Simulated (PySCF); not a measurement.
# Correlation energy of Cr (chromium, neutral)

[Ar] 3d5 4p1, high-spin 7P determinant (an excited configuration). Calculation: PySCF 2.14, in def2-TZVPPD; no relativity, point nucleus. Frozen: [Ne]; 14 electrons correlated.

MP2 pair energies summed by pair of shells (mhartree):

```json
{"pair": "3p-3d", "energy": "-164.77", "share (%)": "41.7"}
{"pair": "3p-3p", "energy": "-81.31", "share (%)": "20.6"}
{"pair": "3d-3d", "energy": "-75.59", "share (%)": "19.1"}
{"pair": "3s-3p", "energy": "-32.03", "share (%)": "8.1"}
{"pair": "3s-3d", "energy": "-27.15", "share (%)": "6.9"}
{"pair": "3d-4p", "energy": "-6.81", "share (%)": "1.7"}
{"pair": "3s-3s", "energy": "-4.62", "share (%)": "1.2"}
{"pair": "3p-4p", "energy": "-2.79", "share (%)": "0.7"}
{"pair": "3s-4p", "energy": "-0.19", "share (%)": "0.0"}
```

Total MP2 correlation energy: -395.26 mhartree.

Same-spin part -160.47 and opposite-spin part -234.79 mhartree; SCS-MP2 scales them by 1/3 and 6/5 to -335.24 mhartree.

This basis was not built for core-valence correlation, so the inner-shell part is incomplete.
